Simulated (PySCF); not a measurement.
**Worked example: oscillator strength and radiative lifetime**

H5NO3Si, SMILES N[Si](O)(O)O.

The structure is a stationary point at ωB97X-D3(BJ)/def2-SVP. The geometry has at least one imaginary mode, so it is a saddle point at that level. The values are those of a single conformer.

PySCF with TDA-LC-ωPBE/def2-SVPD puts the first singlet state with f over 0.02 at 7.51 eV (vertical), with the transition dipole (-0.039, 0.148, -0.541) in atomic units.

### Question
Find the oscillator strength, the wavelength and the radiative lifetime that this transition would have in vacuum if emission retraced absorption.

### Answer

|μ|² = 0.3161 au, so |μ| = 1.43 D. ΔE = 7.51/27.211 = 0.2760 hartree. f = (2/3) ΔE |μ|² = 0.058 (the program prints 0.058).
λ = 1239.84/7.51 = 165 nm; ν = 60572 cm⁻¹.
Einstein's coefficient A = 0.6670 ν² f s⁻¹ (ν in cm⁻¹) = 1.4e8 s⁻¹, so τ = 1/A = 7.0 ns. This state is S1. The figure is the radiative limit of this one transition; relaxation, internal conversion, crossing to triplets and a medium change what is measured.
